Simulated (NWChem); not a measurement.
System: BH, singlet; SMILES [BH]

NWChem printed, in part:

```
             Northwest Computational Chemistry Package (NWChem) 7.3.0
             --------------------------------------------------------

                             Geometry "geometry" -> ""
                             -------------------------

 Output coordinates in angstroms (scale by  1.889725989 to convert to a.u.)

  No.       Tag          Charge          X              Y              Z
 ---- ---------------- ---------- -------------- -------------- --------------
    1 B                    5.0000     0.00000000     0.00000000     0.23430600
    2 H                    1.0000     0.00000000     0.00000000    -1.01084500

 Effective nuclear repulsion energy (a.u.)       2.1249521102

  pbe96 is a nonlocal functional; adding pw91lda local functional.

                                 NWChem DFT Module
                                 -----------------

 Summary of "ao basis" -> "ao basis" (spherical)
 ------------------------------------------------------------------------------
       Tag                 Description            Shells   Functions and Types
 ---------------- ------------------------------  ------  ---------------------
 B                           sto-3g                  3        5   2s1p
 H                           sto-3g                  1        1   1s

            General Information
            -------------------
          SCF calculation type: DFT
          Wavefunction type:  closed shell.
          No. of atoms     :     2
          No. of electrons :     6
           Alpha electrons :     3
            Beta electrons :     3
          Charge           :     0
          Spin multiplicity:     1
          Use of symmetry is: off; symmetry adaption is: off
          Maximum number of iterations: 150
          AO basis - number of functions:     6
                     number of shells:     4
          Convergence on energy requested:  1.00D-06
          Convergence on density requested:  1.00D-05
          Convergence on gradient requested:  5.00D-04

              XC Information
              --------------
          PerdewBurkeErnzerhof Exchange Functional  1.000
            Perdew 1991 LDA Correlation Functional  1.000 local
           PerdewBurkeErnz. Correlation Functional  1.000 non-local

             Grid Information
             ----------------
          Grid used for XC integration:  medium
          Radial quadrature: Mura-Knowles
          Angular quadrature: Lebedev.
          Tag              B.-S. Rad. Rad. Pts. Rad. Cut. Ang. Pts.
          ---              ---------- --------- --------- ---------
          B                   0.85       49           6.0       434
          H                   0.35       45           6.0       434
          Grid pruning is: on
          Number of quadrature shells:    94
          Spatial weights used:  Erf1

      Superposition of Atomic Density Guess
      -------------------------------------

 Sum of atomic energies:         -24.62435646

      Non-variational initial energy
      ------------------------------

 Total energy =     -24.403934
 1-e energy   =     -37.496679
 2-e energy   =      10.967793
 HOMO         =      -0.045861
 LUMO         =       0.222955

   convergence    iter        energy       DeltaE   RMS-Dens  Diis-err
 ---------------- ----- ----------------- --------- --------- ---------
 d= 0,ls=0.0,diis     1    -24.8522261112 -2.70D+01  9.22D-02  5.18D-02
 d= 0,ls=0.0,diis     2    -24.8576275617 -5.40D-03  3.95D-02  2.14D-02
 d= 0,ls=0.0,diis     3    -24.8628025938 -5.18D-03  2.03D-03  5.79D-05
 d= 0,ls=0.0,diis     4    -24.8628165417 -1.39D-05  3.21D-05  6.82D-09
 d= 0,ls=0.0,diis     5    -24.8628165437 -2.01D-09  6.83D-07  4.92D-12

         Total DFT energy =      -24.862816543699
      One electron energy =      -37.469403498120
           Coulomb energy =       14.881841695607
    Exchange-Corr. energy =       -4.400206851410
 Nuclear repulsion energy =        2.124952110225

 Numeric. integr. density =        5.999999172156

                       DFT Final Molecular Orbital Analysis
                       ------------------------------------

 Vector    1  Occ=2.000000D+00  E=-6.249401D+00
              MO Center=  2.3D-14, -1.6D-14,  2.3D-01, r^2= 4.1D-02
   Bfn.  Coefficient  Atom+Function         Bfn.  Coefficient  Atom+Function
  ----- ------------  ---------------      ----- ------------  ---------------
     1      0.988569  1 B  s                  2      0.042432  1 B  s

 Vector    2  Occ=2.000000D+00  E=-3.529493D-01
              MO Center=  4.3D-12, -3.0D-12, -5.1D-01, r^2= 8.6D-01
   Bfn.  Coefficient  Atom+Function         Bfn.  Coefficient  Atom+Function
  ----- ------------  ---------------      ----- ------------  ---------------
     2      0.602222  1 B  s                  6      0.483306  2 H  s
     5     -0.252992  1 B  pz                 1     -0.216891  1 B  s

 Vector    3  Occ=2.000000D+00  E=-6.943212D-02
              MO Center=  1.8D-11, -1.3D-11,  4.5D-01, r^2= 1.1D+00
   Bfn.  Coefficient  Atom+Function         Bfn.  Coefficient  Atom+Function
  ----- ------------  ---------------      ----- ------------  ---------------
     2      0.805489  1 B  s                  5      0.550014  1 B  pz
     6     -0.412375  2 H  s                  1     -0.214897  1 B  s

 Vector    4  Occ=0.000000D+00  E= 1.230035D-02
              MO Center= -1.9D-11,  1.9D-11,  2.3D-01, r^2= 9.4D-01
   Bfn.  Coefficient  Atom+Function         Bfn.  Coefficient  Atom+Function
  ----- ------------  ---------------      ----- ------------  ---------------
     3      0.713482  1 B  px                 4     -0.700673  1 B  py

 Vector    5  Occ=0.000000D+00  E= 1.230035D-02
              MO Center= -3.2D-12, -3.2D-12,  2.3D-01, r^2= 9.4D-01
   Bfn.  Coefficient  Atom+Function         Bfn.  Coefficient  Atom+Function
  ----- ------------  ---------------      ----- ------------  ---------------
     4      0.713482  1 B  py                 3      0.700673  1 B  px

 Vector    6  Occ=0.000000D+00  E= 4.133376D-01
              MO Center= -4.2D-13,  2.9D-13, -4.5D-01, r^2= 1.0D+00
   Bfn.  Coefficient  Atom+Function         Bfn.  Coefficient  Atom+Function
  ----- ------------  ---------------      ----- ------------  ---------------
     6      1.155062  2 H  s                  5      1.007823  1 B  pz
     2     -0.664793  1 B  s                  1      0.124395  1 B  s

     Multipole analysis of the density
     ---------------------------------

     L   x y z        total         alpha         beta         nuclear
     -   - - -        -----         -----         ----         -------
     0   0 0 0     -0.000000     -3.000000     -3.000000      6.000000

     1   1 0 0     -0.000000     -0.000000     -0.000000      0.000000
     1   0 1 0      0.000000      0.000000      0.000000      0.000000
     1   0 0 1     -0.334024     -0.318837     -0.318837      0.303651

     2   2 0 0     -3.727596     -1.863798     -1.863798      0.000000
     2   1 1 0      0.000000      0.000000      0.000000      0.000000
     2   1 0 1     -0.000000     -0.000000     -0.000000      0.000000
     2   0 2 0     -3.727596     -1.863798     -1.863798      0.000000
     2   0 1 1      0.000000      0.000000      0.000000      0.000000
     2   0 0 2     -6.010134     -5.319660     -5.319660      4.629185

                                 NWChem DFT Module
                                 -----------------

            General Information
            -------------------
          SCF calculation type: DFT
          Wavefunction type:  spin polarized.
          No. of atoms     :     2
          No. of electrons :     5
           Alpha electrons :     3
            Beta electrons :     2
          Charge           :     1
          Spin multiplicity:     2
          Use of symmetry is: off; symmetry adaption is: off
          Maximum number of iterations: 150
          AO basis - number of functions:     6
                     number of shells:     4
          Convergence on energy requested:  1.00D-06
          Convergence on density requested:  1.00D-05
          Convergence on gradient requested:  5.00D-04

              XC Information
              --------------
          PerdewBurkeErnzerhof Exchange Functional  1.000
            Perdew 1991 LDA Correlation Functional  1.000 local
           PerdewBurkeErnz. Correlation Functional  1.000 non-local

             Grid Information
             ----------------
          Grid used for XC integration:  medium
          Radial quadrature: Mura-Knowles
          Angular quadrature: Lebedev.
          Tag              B.-S. Rad. Rad. Pts. Rad. Cut. Ang. Pts.
          ---              ---------- --------- --------- ---------
          B                   0.85       49           6.0       434
          H                   0.35       45           6.0       434
          Grid pruning is: on
          Number of quadrature shells:    94
          Spatial weights used:  Erf1

      Superposition of Atomic Density Guess
      -------------------------------------

 Sum of atomic energies:         -24.62435646

 Renormalizing density from       6.00 to      5

      Non-variational initial energy
      ------------------------------

 Total energy =     -21.505757
 1-e energy   =     -31.247233
 2-e energy   =       7.616523
 HOMO         =      -0.511323
 LUMO         =      -0.313046

[...]
```

Level: PBE/STO-3G, vertical spin-unrestricted ions. Low-valent species are run as closed-shell singlets; no triplet was tried in these runs. Structure relaxed at the B3LYP/6-31G* (spherical d) level.

Problem. Which NWChem input produces such a log?

Solution. This is not unique; one that fits is the input that was run:
```
start job
memory heap 200 mb stack 900 mb global 1100 mb
geometry units angstroms noautosym nocenter noautoz
  B      0.000000     0.000000     0.234306
  H      0.000000     0.000000    -1.010845
end
basis spherical
  * library sto-3g
end
dft
  xc xpbe96 cpbe96
  iterations 150
  vectors input atomic output neutral.movecs
end
task dft energy
charge 1
dft
  odft
  mult 2
  vectors input atomic output cation.movecs
end
task dft energy
```
